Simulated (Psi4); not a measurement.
Cl₄Te (SMILES Cl[Te](Cl)(Cl)Cl), singlet, at a GFN2-xTB geometry (all electrons, no relativity), with bond 4-1 at 1.25 times its length; HF/STO-3G in Psi4.

Here is a job for Psi4.
```
memory 2 GB

molecule {
0 1
  Te   -0.00534842    0.01223355    0.48327654
  Cl    1.16596908   -1.49075955   -0.82644836
  Cl    1.90421897    1.50336856    0.12041395
  Cl   -1.43187591    1.80492731   -1.27880854
  Cl   -1.90725777   -1.49641785    0.15416827
}

set basis sto-3g
set scf_type pk
set stability_analysis check

energy('scf')
print_variables()
```

It wrote (shortened):

```
   => Loading Basis Set <=

    Name: STO-3G
    Role: ORBITAL
    Keyword: BASIS

         ---------------------------------------------------------
                                   SCF
               by Justin Turney, Rob Parrish, Andy Simmonett
                          and Daniel G. A. Smith
                              RHF Reference
         ---------------------------------------------------------

  ==> Geometry <==

    Molecular point group: c1
    Full point group: C1

    Geometry (in Angstrom), charge = 0, multiplicity = 1:

       Center              X                  Y                   Z               Mass
    ------------   -----------------  -----------------  -----------------  -----------------
         TE           0.032087461104    -0.035280280267     0.487857887231   129.906222748000
         CL           1.203404961104    -1.538273380267    -0.821867012769    34.968852682000
         CL           1.941654851104     1.455854729733     0.124995297231    34.968852682000
         CL          -1.394440028896     1.757413479733    -1.274227192769    34.968852682000
         CL          -1.869821888896    -1.543931680267     0.158749617231    34.968852682000

  Running in c1 symmetry.

  Rotational constants: A =      0.03989  B =      0.03284  C =      0.02303 [cm^-1]
  Rotational constants: A =   1195.79662  B =    984.60527  C =    690.34399 [MHz]
  Nuclear repulsion =  992.897939109918070

  Charge       = 0
  Multiplicity = 1
  Electrons    = 120
  Nalpha       = 60
  Nbeta        = 60

  ==> Algorithm <==

  SCF Algorithm Type is PK.
  DIIS enabled.
  MOM disabled.
  Fractional occupation disabled.
  Guess Type is SAD.
  Energy threshold   = 1.00e-06
  Density threshold  = 1.00e-06
  Integral threshold = 1.00e-12

  ==> Primary Basis <==

  Basis Set: STO-3G
    Blend: STO-3G
    Number of shells: 31
    Number of basis functions: 63
    Number of Cartesian functions: 65
    Spherical Harmonics?: true
    Max angular momentum: 2

  ==> Integral Setup <==

  Using in-core PK algorithm.
   Calculation information:
      Number of atoms:                   5
      Number of AO shells:              31
      Number of primitives:             93
      Number of atomic orbitals:        65
      Number of basis functions:        63

      Integral cutoff                 1.00e-12
      Number of threads:                 1

  Performing in-core PK
  Using 4066272 doubles for integral storage.
  We computed 60910 shell quartets total.
[...]
	Sorting File: SO Ints (nn|nn) nbuckets = 1
	Constructing frozen core operators
	Starting first half-transformation.
	Sorting half-transformed integrals.
	First half integral transformation complete.
	Starting second half-transformation.
	Two-electron integral transformation complete.
	Starting first half-transformation.
	Sorting half-transformed integrals.
	First half integral transformation complete.
	Starting second half-transformation.
	Two-electron integral transformation complete.
    Lowest singlet (RHF->RHF) stability eigenvalues:
       A 0.106418         A 0.107248         A 0.127020         A 0.173807
       A 0.177066

    Lowest triplet (RHF->UHF) stability eigenvalues:
       A -0.081123        A 0.035928         A 0.045903         A 0.056273
       A 0.072165

  ==> Post-Iterations <==

    Orbital Energies [Eh]
    ---------------------

    Doubly Occupied:

[...]
    Virtual:

[...]
    Final Occupation by Irrep:
              A
    DOCC [    60 ]
    NA   [    60 ]
    NB   [    60 ]

  @RHF Final Energy: -8365.39479503716939

   => Energetics <=

    Nuclear Repulsion Energy =            992.8979391099180702
    One-Electron Energy =              -13521.8460127128346357
    Two-Electron Energy =                4163.5532785657478598
    Total Energy =                      -8365.3947950371693878

Computation Completed

Properties will be evaluated at   0.000000,   0.000000,   0.000000 [a0]

Properties computed using the SCF density matrix

 Multipole Moments:

 ------------------------------------------------------------------------------------
     Multipole            Electronic (a.u.)      Nuclear  (a.u.)        Total (a.u.)
 ------------------------------------------------------------------------------------

 L = 1.  Multiply by 2.5417464519 to convert [e a0] to [Debye]
 Dipole X            :          0.8381297           -0.6763100            0.1618197
 Dipole Y            :         -0.9399126            0.7436053           -0.1963073
 Dipole Z            :         11.1089452          -10.2826193            0.8263259
 Magnitude           :                                                    0.8646020

 ------------------------------------------------------------------------------------

  Variable Map:
  ----------------------------------------------------------------------------
[...]
  Array Variable Map:
  ----------------------------------------------------------------------------
[...]
[...]
```
